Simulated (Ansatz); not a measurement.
Q: Name a neutral molecule of C, In, O and H with size of the dipole moment (B3LYP/def2-TZVPP) between 2.75 and 3.05 D and HOMO energy (B3LYP/def2-TZVPP) between -8.05 and -7.75 eV (Ansatz, PBE0-D4/def2-TZVP geometry).

A: `[CH3][In]([OH])[OH]` (3.03 D, -7.78 eV). Other molecules can fit too; these were computed, each in one conformer that needn't be the lowest.

B3LYP here is the variant with VWN-RPA as its local correlation; programs differ in this.
